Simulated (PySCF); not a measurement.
**Radial density of Sn (tin, neutral)**

MN15, [Kr] 4d10 5s2 5p2, high-spin 3P determinant. All numbers are calculated (PySCF 2.14, a scalar-relativistic core potential, in aug-cc-pVTZ-PP with one added diffuse shell each of d, f type with ECP28MDF (6s5p5d3f, 67 functions)). This is the valence pseudo-density: the core potential removes the inner electrons and smooths the orbitals near the nucleus.

```json
{"r (bohr)": "0.00444", "4πr²ρ (e/bohr)": "1.440e-05", "4πr²(ρα − ρβ)": "0.0000"}
{"r (bohr)": "0.00747", "4πr²ρ (e/bohr)": "3.785e-05", "4πr²(ρα − ρβ)": "0.0000"}
{"r (bohr)": "0.0126", "4πr²ρ (e/bohr)": "8.930e-05", "4πr²(ρα − ρβ)": "0.0000"}
{"r (bohr)": "0.0211", "4πr²ρ (e/bohr)": "0.0001775", "4πr²(ρα − ρβ)": "0.0000"}
{"r (bohr)": "0.0356", "4πr²ρ (e/bohr)": "0.0003187", "4πr²(ρα − ρβ)": "0.0000"}
{"r (bohr)": "0.0598", "4πr²ρ (e/bohr)": "0.0006193", "4πr²(ρα − ρβ)": "0.0000"}
{"r (bohr)": "0.101", "4πr²ρ (e/bohr)": "0.002873", "4πr²(ρα − ρβ)": "0.0000"}
{"r (bohr)": "0.169", "4πr²ρ (e/bohr)": "0.03168", "4πr²(ρα − ρβ)": "0.0000"}
{"r (bohr)": "0.285", "4πr²ρ (e/bohr)": "0.5433", "4πr²(ρα − ρβ)": "0.0019"}
{"r (bohr)": "0.479", "4πr²ρ (e/bohr)": "7.936", "4πr²(ρα − ρβ)": "0.0456"}
{"r (bohr)": "0.805", "4πr²ρ (e/bohr)": "22.69", "4πr²(ρα − ρβ)": "0.0431"}
{"r (bohr)": "1.35", "4πr²ρ (e/bohr)": "8.792", "4πr²(ρα − ρβ)": "0.1131"}
{"r (bohr)": "2.28", "4πr²ρ (e/bohr)": "2.379", "4πr²(ρα − ρβ)": "0.7506"}
{"r (bohr)": "3.83", "4πr²ρ (e/bohr)": "0.6400", "4πr²(ρα − ρβ)": "0.4282"}
{"r (bohr)": "6.45", "4πr²ρ (e/bohr)": "0.04601", "4πr²(ρα − ρβ)": "0.0427"}
{"r (bohr)": "10.8", "4πr²ρ (e/bohr)": "0.0004550", "4πr²(ρα − ρβ)": "0.0004"}
```

Energies and moments cover only the electrons outside the core potential.
